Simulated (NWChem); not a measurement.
System: CH₅BO; SMILES O(C)B

NWChem input:

```
start job
memory heap 200 mb stack 900 mb global 1100 mb
geometry units angstroms noautosym nocenter noautoz
  B      0.185364    -1.291105     0.000000
  H     -0.473040    -2.304611     0.000000
  H      1.401269    -1.295511     0.000000
  O     -0.485749    -0.132904     0.000000
  C      0.142610     1.124462     0.000000
  H      1.241225     1.030523     0.000000
  H     -0.172147     1.688065    -0.891545
  H     -0.172147     1.688065     0.891545
end
basis spherical
  * library def2-svpd
end
dft
  xc b3lyp
  iterations 150
end
property
  response 1 0.0
end
task dft property
```

Coordinates come from a PBE0/def2-SVP optimisation. B3LYP is NWChem's, with the RPA form of VWN correlation.

Static field.

### Question
What results follow from this input? (B3LYP/def2-SVPD.) Quantities: isotropic polarisability (bohr³); anisotropy (bohr³).

### Answer
- isotropic polarisability (bohr³) = 34.2
- anisotropy (bohr³) = 12.5
